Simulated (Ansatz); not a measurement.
Cost and result up the ladder for the cluster Si₅Ge₃ (8 atoms). Charge 0, multiplicity 1. Geometry: r2SCAN-D4/def2-SVP.

```xyz
8

Si   -0.0856    0.9098   -0.3693
Si    2.2280    0.8824    0.1181
Si   -1.0309   -1.1083   -1.4827
Si    0.7427    0.7543    2.0492
Si   -1.5664   -0.0235    1.4253
Ge   -2.5659    0.6641   -0.7465
Ge    0.7490   -1.3160    0.6894
Ge    1.5291   -0.7628   -1.6835
```

Ansatz on 4 threads of Intel Xeon 6975P-C on a shared host. Times are rough, and most runs start from the orbitals of an earlier one. No level here is sound enough to serve as a yardstick. Binding counts from free atoms at the same level (Si triplet, Ge triplet; other spins of the atoms weren't run), without zero-point energy or a counterpoise term.

Correlated methods freeze 52 core orbitals; core or outer-core shells of Ge are correlated, in sets that lack core-valence functions. The rows differ in basis, and correlated rows in double-zeta sets carry the largest basis error. Another isomer (singlet) lies 0.78 eV lower at PBE0-D4/def2-TZVP; other spin states weren't run for this one.

Run but left out: B2PLYP/def2-TZVP (restricted singlet, unstable in another Hartree–Fock run and untested here).

Correlated methods converge slowly with the basis, most of all in double-zeta sets.

```csv
level,functions,binding energy per atom (eV),remarks
CCSD(T)/def2-SVP,186,2.80,"large T1 (0.021), restricted SCF unstable"
PBE-D4/def2-TZVP (with forces),329,3.51,restricted SCF unstable in HF
r2SCAN-D4/def2-TZVP,329,3.38,restricted SCF unstable in HF
PBE0-D4/def2-TZVP,329,3.36,restricted SCF unstable in HF
```

(1) Estimate how long each takes.

Results:

(1) PBE-D4/def2-TZVP (with forces) 4.8 s; r2SCAN-D4/def2-TZVP 9.5 s; PBE0-D4/def2-TZVP 13 s; CCSD(T)/def2-SVP 37 s. On shared hardware such times vary by a factor of up to 3.
